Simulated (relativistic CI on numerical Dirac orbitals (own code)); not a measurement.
**Calculated levels, Xe**

Method of calculation: Dirac-Coulomb-Breit CI, orbitals from a KLI potential per configuration, model QED (radiative potential, 1s self-energy scaled to tabulated hydrogen-like ionisation energies), valence Slater integrals scaled by 0.85, P86 correlation energy added to each configuration (own radial code, finite nucleus).

Configurations in the expansion (outside the closed core [Kr] 4d10 5s2): 5p6, 5p5.6s, 5p5.6p, 5p5.5d, 5p5.7s, 5p5.7p, 5p5.6d, 5p5.4f, 5p5.7d, 5p5.5f, 5p5.5g, 5p5.6f, 5p5.7f. Double excitations out of closed p, d and f shells are left out; levels of such configurations are missing from the list, as are those of other unlisted configurations, and high levels can miss mixing partners.

```tsv
No.	Configuration	Term	J	E (cm⁻¹)	%	Next component (%)	Lifetime (s)	jj configuration (%)
1	5p6	1S	0	0.0	100			closed (100)
2	5p5.6s	3P°	2	68363.8	99	1 5p5.5d 3P°	4.54e+01	5p3/2^3 6s (99)
3	5p5.6s	1P°	1	69449.9	58	41 3P°	3.13e-09	5p3/2^3 6s (98)
4	5p5.6p	3S	1	77621.6	74	22 3P		5p3/2^3 6p1/2 (56)
5	5p5.6s	3P°	0	77877.3	62	35 5p5.5d 3P°		5p1/2 5p3/2^4 6s (62)
6	5p5.6p	3D	2	78443.3	50	45 1D		5p3/2^3 6p1/2 (96)
7	5p5.6p	3D	3	78567.8	100		3.25e-08	5p3/2^3 6p3/2 (100)
8	5p5.6s	3P°	1	78865.1	36	33 1P°	3.41e-09	5p1/2 5p3/2^4 6s (67)
9	5p5.6p	1P	1	79154.9	58	22 3P		5p3/2^3 6p3/2 (56)
10	5p5.6p	3P	2	79335.7	76	21 1D	3.50e-08	5p3/2^3 6p3/2 (96)
11	5p5.6p	1S	0	80260.5	60	38 3P	3.01e-08	5p3/2^3 6p3/2 (98)
12	5p5.5d	3P°	0	81437.7	61	38 5p5.6s 3P°		5p3/2^3 5d3/2 (61)
13	5p5.5d	3F°	4	81494.8	99	1 5p5.6d 3F°		5p3/2^3 5d5/2 (99)
14	5p5.5d	3P°	1	81609.5	59	23 5p5.6s 3P°	5.34e-08	5p3/2^3 5d3/2 (51)
15	5p5.5d	3P°	2	81729.0	61	19 3D°		5p3/2^3 5d5/2 (80)
16	5p5.5d	3F°	3	82312.3	62	30 1F°		5p3/2^3 5d3/2 (99)
17	5p5.5d	1D°	2	83113.6	41	29 3F°		5p3/2^3 5d3/2 (85)
18	5p5.5d	3D°	3	83310.4	65	33 1F°		5p3/2^3 5d5/2 (99)
19	5p5.5d	1P°	1	84631.5	44	38 3D°	2.53e-09	5p3/2^3 5d5/2 (59)
20	5p5.7s	3P°	2	85644.8	96	1 5p5.5d 3D°		5p3/2^3 7s (96)
21	5p5.7s	1P°	1	86030.2	62	34 3P°	3.58e-09	5p3/2^3 7s (96)
22	5p5.7p	3S	1	88449.3	54	18 3P		5p3/2^3 7p1/2 (40)
23	5p5.7p	3D	2	88904.1	47	38 1D		5p3/2^3 7p1/2 (93)
24	5p5.6p	3D	1	88922.8	48	20 5p5.7p 1P	4.31e-08	5p1/2 5p3/2^4 6p1/2 (56)
25	5p5.6d	3P°	0	88967.7	92	4 5p5.5d 3P°	1.04e-07	5p3/2^3 6d3/2 (92)
26	5p5.7p	3D	3	88978.0	100		7.97e-08	5p3/2^3 7p3/2 (100)
27	5p5.6d	3P°	1	89048.2	77	9 3D°	6.15e-08	5p3/2^3 6d3/2 (62)
28	5p5.7p	3P	2	89211.0	65	29 1D	8.47e-08	5p3/2^3 7p3/2 (93)
29	5p5.6d	3P°	2	89317.4	51	21 3D°	1.32e-07	5p3/2^3 6d5/2 (75)
30	5p5.7p	1S	0	89340.2	45	26 5p5.6p 3P	4.58e-08	5p3/2^3 7p3/2 (66)
31	5p5.7p	1P	1	89347.6	37	31 5p5.6p 3D	6.08e-08	5p3/2^3 7p3/2 (37)
32	5p5.6d	3F°	4	89396.5	97	2 5p5.7d 3F°	1.45e-07	5p3/2^3 6d5/2 (97)
33	5p5.6p	3D	2	89624.3	41	29 1D	3.80e-08	5p1/2 5p3/2^4 6p3/2 (87)
34	5p5.6d	3F°	3	89707.8	58	24 1F°	1.95e-07	5p3/2^3 6d3/2 (93)
35	5p5.6p	3P	1	89783.4	42	21 3S	4.01e-08	5p1/2 5p3/2^4 6p3/2 (77)
36	5p5.6d	1D°	2	90078.8	40	29 3D°	2.70e-07	5p3/2^3 6d3/2 (81)
37	5p5.6d	3D°	3	90362.0	59	39 1F°		5p3/2^3 6d5/2 (95)
38	5p5.6p	3P	0	90793.0	35	31 1S	2.90e-08	5p1/2 5p3/2^4 6p1/2 (65)
39	5p5.6d	1P°	1	91294.1	35	30 3D°	6.24e-09	5p3/2^3 6d5/2 (38)
40	5p5.4f	3D	1	92496.5	100			5p3/2^3 4f5/2 (100)
41	5p5.4f	3D	2	92504.3	65	34 1D		5p3/2^3 4f7/2 (86)
42	5p5.4f	3G	5	92523.6	100		2.25e-08	5p3/2^3 4f7/2 (100)
43	5p5.4f	1G	4	92526.6	55	45 3G	2.12e-08	5p3/2^3 4f5/2 (96)
44	5p5.4f	3D	3	92568.5	45	31 3F	2.20e-08	5p3/2^3 4f7/2 (92)
45	5p5.4f	3F	2	92574.1	55	33 1D		5p3/2^3 4f5/2 (86)
```

Energies count from the lowest computed level; ° marks odd parity; lifetimes are radiative, by E1, M1, E2, M2, E3 decay to levels of this space only; some are left blank where a channel outside the calculation adds to the decay or the decay crosses a small, uncertain gap. Filled j subshells are mostly left out of the jj labels.

The mean weight of the leading LS term, summed over parents, in these 45 levels is 64 %, and that of the leading jj configuration (from the same eigenvectors) 81 %, so jj coupling describes them better and the LS labels are nominal.

For a near-neutral ion this model can misplace configurations by up to about 10,000 cm⁻¹ (more where the count of f electrons changes) and terms by 10 to 25 % of their spread. Rates follow the energies as ν³ (E1, M1) or ν⁵ (E2), so they and the lifetimes can be off by large factors. The fine structure of a lone outer electron comes out too small, for d and f at times inverted, and misplaced configurations move strength between like terms. 20 of the 26 excited levels that our extract of the measured tables holds in this range could be paired (the sources list more); they are missed by 870 cm⁻¹ on average and 1681 at most, and levels without a partner can miss by more.

LS names give the leading component of a level, which can be under half, so a name can repeat, a term be missing and a line seem to break the LS rules.
